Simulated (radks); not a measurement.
Species: Hf I. Configuration: [Xe] 4f14 5d2 6s2 (the NIST ground configuration).

All-electron calculation, scalar-relativistic Kohn-Sham, PBE, spin-polarised, spherical densities, finite nucleus; open shells are filled with parallel spins first (spin-orbit coupling, left out, can overturn this in heavy ions); Fermi nuclear charge, rms radius 5.347 fm. Program: a radial shooting solver on a logarithmic mesh with Libxc functionals.

Energy parts (eV):
total: -410243.78
kinetic: 449347.24
electron-nucleus: -1011947.25
Hartree: 160725.72
exchange-correlation: -8369.49

Orbitals (lengths in bohr, moments of r in powers of bohr; <r^-3> diverges for s and p1/2; r(90%) holds 90 % of the orbital's charge):
[
 {"orbital": "1s down", "occ.": "1", "eigenvalue (eV)": "-65265.22", "<r^4>": "6.624e-07", "<r^-3>": "-", "r(90%)": "0.0345", "<r>": "0.01899"},
 {"orbital": "1s up", "occ.": "1", "eigenvalue (eV)": "-65265.21", "<r^4>": "6.624e-07", "<r^-3>": "-", "r(90%)": "0.0345", "<r>": "0.01899"},
 {"orbital": "2s up", "occ.": "1", "eigenvalue (eV)": "-11162.11", "<r^4>": "0.0001007", "<r^-3>": "-", "r(90%)": "0.125", "<r>": "0.08038"},
 {"orbital": "2s down", "occ.": "1", "eigenvalue (eV)": "-11162.06", "<r^4>": "0.0001007", "<r^-3>": "-", "r(90%)": "0.125", "<r>": "0.08038"},
 {"orbital": "2p up", "occ.": "3", "eigenvalue (eV)": "-9803.100", "<r^4>": "0.00007816", "<r^-3>": "17780", "r(90%)": "0.117", "<r>": "0.07172"},
 {"orbital": "2p down", "occ.": "3", "eigenvalue (eV)": "-9803.058", "<r^4>": "0.00007816", "<r^-3>": "17780", "r(90%)": "0.117", "<r>": "0.07172"},
 {"orbital": "3s up", "occ.": "1", "eigenvalue (eV)": "-2543.215", "<r^4>": "0.003732", "<r^-3>": "-", "r(90%)": "0.306", "<r>": "0.2087"},
 {"orbital": "3s down", "occ.": "1", "eigenvalue (eV)": "-2543.212", "<r^4>": "0.003732", "<r^-3>": "-", "r(90%)": "0.306", "<r>": "0.2087"},
 {"orbital": "3p up", "occ.": "3", "eigenvalue (eV)": "-2137.034", "<r^4>": "0.003987", "<r^-3>": "3922", "r(90%)": "0.312", "<r>": "0.2085"},
 {"orbital": "3p down", "occ.": "3", "eigenvalue (eV)": "-2137.029", "<r^4>": "0.003987", "<r^-3>": "3922", "r(90%)": "0.312", "<r>": "0.2085"},
 {"orbital": "3d up", "occ.": "5", "eigenvalue (eV)": "-1655.731", "<r^4>": "0.003093", "<r^-3>": "510.0", "r(90%)": "0.293", "<r>": "0.1890"},
 {"orbital": "3d down", "occ.": "5", "eigenvalue (eV)": "-1655.705", "<r^4>": "0.003093", "<r^-3>": "510.0", "r(90%)": "0.293", "<r>": "0.1890"},
 {"orbital": "4s up", "occ.": "1", "eigenvalue (eV)": "-512.2263", "<r^4>": "0.08910", "<r^-3>": "-", "r(90%)": "0.673", "<r>": "0.4683"},
 {"orbital": "4s down", "occ.": "1", "eigenvalue (eV)": "-512.1976", "<r^4>": "0.08910", "<r^-3>": "-", "r(90%)": "0.673", "<r>": "0.4683"},
 {"orbital": "4p up", "occ.": "3", "eigenvalue (eV)": "-378.9345", "<r^4>": "0.1188", "<r^-3>": "899.4", "r(90%)": "0.724", "<r>": "0.4976"},
 {"orbital": "4p down", "occ.": "3", "eigenvalue (eV)": "-378.9092", "<r^4>": "0.1187", "<r^-3>": "899.3", "r(90%)": "0.724", "<r>": "0.4976"},
 {"orbital": "4d up", "occ.": "5", "eigenvalue (eV)": "-206.5287", "<r^4>": "0.1799", "<r^-3>": "99.17", "r(90%)": "0.804", "<r>": "0.5352"},
 {"orbital": "4d down", "occ.": "5", "eigenvalue (eV)": "-206.4946", "<r^4>": "0.1796", "<r^-3>": "99.17", "r(90%)": "0.804", "<r>": "0.5351"},
 {"orbital": "5s up", "occ.": "1", "eigenvalue (eV)": "-67.1177", "<r^4>": "3.159", "<r^-3>": "-", "r(90%)": "1.64", "<r>": "1.137"},
 {"orbital": "5s down", "occ.": "1", "eigenvalue (eV)": "-66.5180", "<r^4>": "3.107", "<r^-3>": "-", "r(90%)": "1.63", "<r>": "1.133"},
 {"orbital": "5p up", "occ.": "3", "eigenvalue (eV)": "-35.8360", "<r^4>": "6.707", "<r^-3>": "117.4", "r(90%)": "1.98", "<r>": "1.346"},
 {"orbital": "5p down", "occ.": "3", "eigenvalue (eV)": "-34.9805", "<r^4>": "6.569", "<r^-3>": "119.4", "r(90%)": "1.97", "<r>": "1.339"},
 {"orbital": "4f up", "occ.": "7", "eigenvalue (eV)": "-16.7455", "<r^4>": "1.006", "<r^-3>": "15.50", "r(90%)": "1.15", "<r>": "0.6794"},
 {"orbital": "4f down", "occ.": "7", "eigenvalue (eV)": "-16.5991", "<r^4>": "0.9561", "<r^-3>": "15.58", "r(90%)": "1.14", "<r>": "0.6752"},
 {"orbital": "6s up", "occ.": "1", "eigenvalue (eV)": "-5.4268", "<r^4>": "279.0", "<r^-3>": "-", "r(90%)": "5.04", "<r>": "3.402"},
 {"orbital": "6s down", "occ.": "1", "eigenvalue (eV)": "-4.5907", "<r^4>": "334.1", "<r^-3>": "-", "r(90%)": "5.27", "<r>": "3.528"},
 {"orbital": "5d up", "occ.": "2", "eigenvalue (eV)": "-3.0948", "<r^4>": "131.1", "<r^-3>": "4.266", "r(90%)": "4.08", "<r>": "2.469"},
 {"orbital": "5d down", "occ.": "0", "eigenvalue (eV)": "-2.0319", "<r^4>": "192.3", "<r^-3>": "4.077", "r(90%)": "4.42", "<r>": "2.609"}
]

The highest occupied level is 5d up at -3.095 eV. The density falls to 0.001 e/bohr^3 at r = 4.98 bohr. Summed over all electrons, <r^2> = 72.57 bohr^2, which gives a Langevin (diamagnetic) susceptibility term of -57.5 x 10^-6 cm^3/mol.
